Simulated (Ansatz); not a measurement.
The cluster AlSi6. Total charge 0; doublet. Geometry B3LYP-D4/def2-SVP, basis def2-TZVP, Ansatz.

```csv
atom,x (Å),y (Å),z (Å)
Al1,1.254,0.943,-0.741
Si2,-1.916,1.521,1.963
Si3,-0.816,-0.043,0.642
Si4,-1.229,-2.347,0.327
Si5,-0.134,2.203,0.725
Si6,0.528,-1.536,-0.854
Si7,2.314,-0.739,-2.063
```

```csv
run,HOMO (eV),LUMO (eV)
A,-7.44,-2.10
B,-5.36,-4.34
C,-5.62,-4.08
D,-5.79,-3.79
```

Another isomer (doublet) lies 1.00 eV lower at PBE0-D4/def2-TZVP; other spin states weren't run for this one.

HOMO and LUMO are taken over both spins.

**Question.** The runs used PBE0, r2SCAN, r2SCANh, ωB97X-V. Estimate which is which.

**Answer.** A ωB97X-V (range-separated); B r2SCAN (0 % exact exchange); C r2SCANh (10 % exact exchange); D PBE0 (25 % exact exchange). Exact exchange lowers occupied and raises empty levels; among semilocal functionals meta-GGAs tend to open the gap a little, and such runs are hard to tell apart. The gap grows from 1.02 eV (r2SCAN) to 5.34 eV (ωB97X-V).
